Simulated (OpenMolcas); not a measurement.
O II.

```yaml
Program: OpenMolcas 26.06
Basis: ANO-RCC-VTZP [4s3p2d1f]
Scalar_Hamiltonian: DKH2, point nucleus
Active_space: 3 electrons in 3 orbitals (2p)
State_averaging: 2S+1 = 4 odd, 1 root; 2S+1 = 2 odd, 8 roots
Spin-orbit_coupling: state interaction with AMFI integrals over the reference wave functions, term energies averaged over their components
```

Two sets of levels on these reference wave functions, in cm⁻¹ above 2s² 2p³ ⁴S°_3/2: one from CASSCF and one from SS-CASPT2, IPEA 0.25 Eh, imaginary shift 0.1 Eh (closed shells correlated: 1s 2s).

```json
{"Level": "2s² 2p³ ⁴S°_3/2", "Set 1": "0.0", "Set 2": "0.0"}
{"Level": "2s² 2p³ ²D°_3/2", "Set 1": "27540", "Set 2": "30470"}
{"Level": "2s² 2p³ ²D°_5/2", "Set 1": "27540", "Set 2": "30470"}
{"Level": "2s² 2p³ ²P°_1/2", "Set 1": "43630", "Set 2": "50500"}
{"Level": "2s² 2p³ ²P°_3/2", "Set 1": "43630", "Set 2": "50510"}
```

Task: Which set is which?

Result: Set 1 is SS-CASPT2. Its levels of the other terms of 2s² 2p³ lie at 0.86 to 0.90 of the other set's values, as expected, since terms of lower spin or lower L gain more correlation energy than the Hund ground term. Against 4 measured levels (NIST Handbook of Basic Atomic Spectroscopic Data) the mean absolute deviation is 1900 cm-1 with it and 6800 cm-1 without; single levels miss by up to 3200 cm-1 with it.

CASPT2 does not keep the components of a term degenerate, so their means are used; among the terms shown or strongly mixed into the levels shown the widest spread is 150 cm-1 (2s² 2p³ ²D°, SS-CASPT2). With the s shell closed, the reference lacks s² → p² mixing. Without dynamic correlation excited terms often stand tens of per cent too high (terms of higher spin than the ground term too low), and those without a measured partner can miss by more than the paired ones (holds for CASSCF). Computed and measured levels are paired by configuration, term and J; levels that our copy of the source lacks, or whose pairing is in doubt (as where it misses far off the trend of its configuration), stay unpaired and out of the deviations. Levels of configurations outside the active space are missing.

° marks odd parity.
